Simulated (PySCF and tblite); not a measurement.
Values are calculated unless marked as measured or tabulated.
C₇H₁₄O, numbered as in [CH3:1][O:2][CH:3]1[CH2:4][CH2:5][CH2:6][CH2:7][CH2:8]1.

First level. Search: ETKDG and KDG, MMFF94s, GFN2-xTB, 90 starts; geometries at PBE0-D3(BJ)/def2-SVP. Energies: B3LYP-D3(BJ)/def2-SVPD (IEF-PCM, chloroform), with GFN2-xTB thermal terms (modes under about 100 cm⁻¹ blended into free rotors). Symmetry numbers and mirror images are counted. Conformers within 3 kcal/mol (GFN2-xTB free energy) were kept, 7 at most. GIAO shieldings: wB97X-D/pcSseg-1 (IEF-PCM, chloroform). Shifts are against TMS (¹H), TMS (¹³C) at the same level; of two unlike H on one atom, a is the less shielded. (PySCF 2.14, tblite 0.8.)

It gives, at 298.15 K, with 2 conformers (largest weight 75 %): ¹H: 3.34 (H1, 3H), 2.77 (H3, 1H), 1.68 (H4a/H8a, 2H), 1.55 (H5a/H7a, 2H), 1.33 (H6a, 1H), 1.11 (H6b, 1H), 1.10 (H5b/H7b, 2H), 1.07 (H4b/H8b, 2H) ppm. ¹³C: 79.0 (C3), 56.6 (C1), 33.2 (C4/C8), 27.9 (C6), 25.6 (C5/C7) ppm.

Second level: PBE0-D3(BJ)/def2-SVP geometries, energies CAM-B3LYP-D3(BJ)/def2-SVP, shieldings KT2/pcSseg-1, on up to 4 of the same conformers.

Q: How do the averaged shifts change?

A: 
```tsv
signal	first	second	change (ppm)
H1	3.34	3.39	0.05
H3	2.77	3.03	0.26
H4b/H8b	1.07	1.59	0.52
H4a/H8a	1.68	1.52	-0.15
H5a/H7a	1.55	1.82	0.27
H5b/H7b	1.10	1.26	0.16
H6b	1.11	1.44	0.33
H6a	1.33	1.34	0.02
C1	56.6	56.5	-0.1
C3	79.0	80.0	1.0
C4/C8	33.2	33.5	0.4
C5/C7	25.6	26.0	0.4
C6	27.9	30.6	2.6
```

The largest weight becomes 62 %.

Shifts are unscaled: against experiment ¹³C can be off by 15 ppm or more and ¹H by 0.8 ppm.
